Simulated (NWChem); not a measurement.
Species: BSiH4OCl; SMILES OB(Cl)[SiH3]

```xyz
8

B      0.4388    -0.0998     0.0055
Cl    -0.6035    -1.5443     0.0705
O      1.7702    -0.2570    -0.0388
H      2.0477    -1.1836    -0.0305
Si    -0.4174     1.7376     0.0006
H      0.5983     2.8329    -0.0569
H     -1.2432     1.9108     1.2367
H     -1.3298     1.8643    -1.1791
```
Atoms are numbered in this order, from 1.

Geometry: optimised at PBE0/def2-SVP.

### Question
Give the principal values of the shielding tensors (ppm) of B1, Cl2, O3, Si5 from Hartree-Fock/6-31G* (spherical d), GIAO (NWChem), with their diamagnetic and paramagnetic parts as GIAO splits them.

### Answer
| atom | σ11 | σ22 | σ33 | isotropic | diamagnetic | paramagnetic |
|---|---|---|---|---|---|---|
| B1 | 37.1 | 80.0 | 109.2 | 75.4 | 196.4 | -121.0 |
| Cl2 | 581.9 | 890.1 | 1013.2 | 828.4 | 1147.8 | -319.4 |
| O3 | 48.7 | 195.0 | 283.8 | 175.8 | 391.7 | -215.9 |
| Si5 | 503.5 | 521.9 | 539.8 | 521.8 | 880.5 | -358.8 |
